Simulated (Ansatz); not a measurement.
One change: `O[SiH](F)[NH][GeH3]` becomes `C[Te][SiH](O)F`.

Ansatz, PBE0-D4/def2-TZVP geometries, multiplicity 1. Each molecule was computed in one conformer, which needn't be the lowest.

Elements past krypton have def2 core potentials. Scalar relativity is left out up to krypton. Spin–orbit coupling is left out; it splits and shifts lone-pair levels of the heavy atoms by tenths of an eV.

```csv
property,`O[SiH](F)[NH][GeH3]`
size of the dipole moment (PBE/def2-TZVPP) / D,2.19
size of the dipole moment (ωB97M-V/def2-TZVPP) / D,2.30
HOMO energy (ωB97M-V/def2-TZVPP) / eV,-10.05
HOMO energy (B3LYP/def2-TZVPP) / eV,-7.50
LUMO energy (B3LYP/def2-TZVPP) / eV,-0.10
HOMO energy (PBE/def2-TZVPP) / eV,-6.35
```

(1) Give the same properties after the change, and the shifts. (Best estimate.)

Results:

(1) The calculation gave: 
```
                                          property  `C[Te][SiH](O)F`  shift
    size of the dipole moment (PBE/def2-TZVPP) / D              2.16  -0.03
size of the dipole moment (ωB97M-V/def2-TZVPP) / D              2.17  -0.13
             HOMO energy (ωB97M-V/def2-TZVPP) / eV             -8.55   1.50
               HOMO energy (B3LYP/def2-TZVPP) / eV             -6.25   1.25
               LUMO energy (B3LYP/def2-TZVPP) / eV             -1.13  -1.03
                 HOMO energy (PBE/def2-TZVPP) / eV             -5.42   0.93
```

With PBE0 the HOMO rises by 1.27 eV and the LUMO falls by 1.09 eV, so the gap narrows by about 2.36 eV. PBE moves the HOMO by 0.93 eV and ωB97M-V by 1.50 eV. Dipoles are sizes alone; their direction can turn.

B3LYP here is the variant with VWN-RPA as its local correlation; programs differ in this.
